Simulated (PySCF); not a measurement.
Highest orbital energy against ionisation energy along group 13

Calculated with PySCF 2.14, no spin-orbit coupling. Each cell gives −ε(HOMO) / ΔSCF in eV; NIST values include spin-orbit coupling, (s) semi-empirical, (t) theoretical.

| species | UHF | LDA | PBE | PBE0 | r2SCAN | NIST (lowest levels) |
| --- | --- | --- | --- | --- | --- | --- |
| B²⁺ (ANO-RCC-VTZP, spin-free X2C) | 37.826 / 37.822 | 32.378 / 37.897 | 32.670 / 38.286 | 34.066 / 38.229 | 32.885 / 37.857 | 37.931 |
| Al²⁺ (ANO-RCC-VTZP, spin-free X2C) | 28.108 / 28.088 | 24.581 / 28.838 | 24.481 / 28.847 | 25.498 / 28.717 | 24.682 / 28.424 | 28.448 |
| Ga²⁺ (ANO-RCC-VTZP, spin-free X2C) | 29.740 / 29.642 | 27.016 / 31.852 | 26.664 / 31.530 | 27.572 / 31.145 | 27.018 / 31.269 | 30.726 |
| In²⁺ (ANO-RCC-VTZP, spin-free X2C) | 26.750 / 26.609 | 24.517 / 28.930 | 24.111 / 28.523 | 24.941 / 28.173 | 24.323 / 28.190 | 28.044 |
| Tl²⁺ (ANO-RCC-VTZP, spin-free X2C) | 28.421 / 28.179 | 26.131 / 30.755 | 25.746 / 30.324 | 26.627 / 29.967 | 26.040 / 30.175 | 29.852 |

Question: How far is −ε(HOMO) from ΔSCF on average for each method, and why?

Answer: UHF 0.10 eV; LDA -4.73 eV; PBE -4.77 eV; PBE0 -3.51 eV; r2SCAN -4.19 eV. Hartree-Fock orbital energies lack relaxation and so exceed the ΔSCF value; semilocal functionals have convex E(N) from self-interaction, so their HOMO lies far too high; exact exchange moves hybrids part of the way back.
